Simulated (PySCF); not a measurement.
**Electronic structure of Zr (zirconium, neutral) at the UHF level**

Configuration: [Kr] 4d2 5s1 5p1, one real determinant (an excited configuration). All numbers are calculated (PySCF 2.14, a scalar-relativistic core potential, in aug-cc-pwCVDZ-PP with ECP28MDF).

```
Total energy                                                  : -46.274462 hartree
One-electron energy                                           : -77.1319 hartree
Hartree (Coulomb) energy                                      : 36.2377 hartree
Exchange energy                                               : -5.3803 hartree
⟨S²⟩                                                          : 6.0048
⟨L²⟩                                                          : 14.045
Sum of ⟨r⟩                                                    : 23.78 bohr
Sum of ⟨r²⟩                                                   : 70.53 bohr²
Traceless quadrupole moment −½Σ⟨3z² − r²⟩ along its main axis : -12.5 e·bohr²
```

| shell | electrons | mean orbital energy (eV) | spread (eV) | rms radius, mean of both spins (bohr) |
| --- | --- | --- | --- | --- |
| 4s α | 1 | -70.143 | 0 | 1.31 |
| 4s β | 1 | -67.727 | 0 | 1.31 |
| 4p α | 3 | -43.129 | 0.195 | 1.48 |
| 4p β | 3 | -39.989 | 0.260 | 1.48 |
| 4d α | 2 | -9.813 | 0.164 | 2.39 |
| 5s α | 1 | -8.096 | 0 | 4.04 |
| 5p α | 1 | -4.572 | 0 | 5.13 |

⟨L²⟩ = 14.05 against 20 for a pure G term, so this real determinant mixes terms. Energies and moments cover only the electrons outside the core potential.
